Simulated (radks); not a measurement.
Q: Br3+, configuration [Ar] 3d10 4s2 4p2. All-electron calculation, scalar-relativistic Kohn-Sham, SCAN, spin-unpolarised, spherical densities, finite nucleus; meta-GGA in the generalised Kohn-Sham scheme; Fermi nuclear charge, rms radius 4.1629 fm. Program: a radial shooting solver on a logarithmic mesh with Libxc functionals. Some entries of the table are withheld. Estimate them.

| orbital | occ. | eigenvalue (eV) | <r> (bohr) |
|---|---|---|---|
| 1s | 2 | -13392.34 | 0.04275 |
| 2s | 2 | -1786.990 | 0.1893 |
| 2p | 6 | -1578.244 | 0.1654 |
| 3s | 2 | -283.0687 | 0.5498 |
| 3p | 6 | -216.2750 | 0.5627 |
| 3d | 10 | -106.4307 | (1) |
| 4s | 2 | -54.9785 | (2) |
| 4p | 2 | (3) | 1.758 |

A: 
(1) 3d <r> (bohr): 0.5870
(2) 4s <r> (bohr): 1.553
(3) 4p eigenvalue (eV): -40.0688
